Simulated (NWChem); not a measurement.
**Ionisation of BCl₂**

```xyz
3

Cl     1.5402     0.0000     0.1035
B      0.0000     0.0000    -0.7036
Cl    -1.5402     0.0000     0.1035
```
Charge 0, spin multiplicity 2.

The numbers come from NWChem runs, not from measurements. The geometry was optimised at UPBE/def2-SVP, a minimum by its harmonic frequencies.

Basis set: def2-TZVP. −ε marks an orbital energy of the parent.

B3LYP has NWChem's definition, with VWN1-RPA local correlation. The structure started from a generated list of species. The unpaired electrons of the parent sit in orbitals of symmetry a1 (C2v labels of the run); other states weren't searched. The stability of the SCF solutions was not checked. Open-shell Hartree-Fock references start from PBE0 orbitals.

**Question.** For the first vertical ionisation energy, −ε(alpha HOMO) of PBE gives 5.23 eV and −ε(alpha HOMO) of B3LYP gives 6.25 eV. What do −ε(alpha HOMO) of r2SCAN, −ε(alpha HOMO) of M06-2X, −ε(alpha HOMO) of HF give?

**Answer.** −ε(alpha HOMO) of r2SCAN: 5.66 eV; −ε(alpha HOMO) of M06-2X: 7.59 eV; −ε(alpha HOMO) of HF: 10.02 eV.
